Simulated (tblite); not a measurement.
Species: C₇H₁₃ (doublet state).
Bonds: C1–C2 (double), C2–C3, C3–C4, C4–C5, C5–C6, C6–C7. Hydrogens: H8, H9 on C1; H10, H11 on C3; H12, H13 on C4; H14, H15 on C5; H16, H17 on C6; H18, H19, H20 on C7.

Structure optimised with GFN2-xTB, isolated species. This method treats the open shell by occupation alone, without spin polarisation.

(1) Give the optimised bond lengths and angles.

Answers

(1) 
```
                  bond  length (Å)   order
                 C1=C2       1.297  double
                 C2–C3       1.464  single
                 C3–C4       1.536  single
                 C4–C5       1.528  single
                 C5–C6       1.525  single
                 C6–C7       1.520  single
                 C1–H8       1.080  single
                 C1–H9       1.093  single
        C3–H10, C3–H11       1.098  single
        C4–H12, C4–H13       1.092  single
        C5–H14, C5–H15       1.093  single
                C6–H16       1.092  single
                C6–H17       1.115  single
C7–H18, C7–H19, C7–H20       1.088  single
```

Bonds in one row agree within 0.01 Å and their mean is given. Orders are formal, as drawn. A selection of angles:
```
     angle  degrees
  C2–C1–H8    122.4
  C2–C1–H9    123.4
  H8–C1–H9    114.2
  C1–C2–C3    139.2
  C2–C3–C4    112.7
 C2–C3–H10    108.7
 C4–C3–H10    108.8
H10–C3–H11    107.7
  C3–C4–C5    112.0
 C3–C4–H12    109.2
 C5–C4–H12    109.5
H12–C4–H13    108.0
  C4–C5–C6    111.5
 C4–C5–H14    109.3
 C6–C5–H14    110.0
H14–C5–H15    107.6
  C5–C6–C7    113.0
 C5–C6–H16    109.7
 C5–C6–H17    106.1
 C7–C6–H16    110.1
 C7–C6–H17    110.5
H16–C6–H17    107.2
 C6–C7–H18    110.7
H18–C7–H19    108.3
```

Dihedral angles: C1–C2–C3–C4 138° (anticlinal); C2–C3–C4–C5 63° (synclinal); C3–C4–C5–C6 -68° (synclinal); C4–C5–C6–C7 166° (antiperiplanar). The mirror-image conformer, all signs reversed, is as good.

Of the pairs four or more bonds apart, C2···H17 is among the closest relative to their van der Waals radii: 1.89 Å, 65 % of the sum of Bondi's values. C1 (carbon bonded to C and 2 H) is planar (angles 123.4°, 122.4° and 114.2°, sum 360.0°, 0.00 Å off the plane of its three neighbours). The C–C distances run from 1.297 Å (C1=C2, drawn double) to 1.536 Å (C3–C4, drawn single), a spread of 0.239 Å.

Point group: C1 (no symmetry element, even within 0.4 Å). Its GFN2-xTB frequencies are all real (lowest 61 cm⁻¹).

The numbers are calculated, not measured.
